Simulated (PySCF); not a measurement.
C2H8SeSi, SMILES C[SiH](C)[SeH].

The structure is a stationary point at r2SCAN-D4/def2-SVP. One conformer was computed; it need not be the lowest.

Vertical ionisation energy (IE) and electron affinity (EA) in eV. Rows of orbital energies are one-electron estimates. Where ΔSCF, EOM or ADC give a negative EA the extra electron is unbound and the value depends on the basis.

```csv
level,IE,EA
"−ε(HOMO), −ε(LUMO), r2SCAN/def2-TZVP (PySCF)",5.91,0.26
"−ε(HOMO), −ε(LUMO), PBE/def2-TZVP (PySCF)",5.64,0.58
```
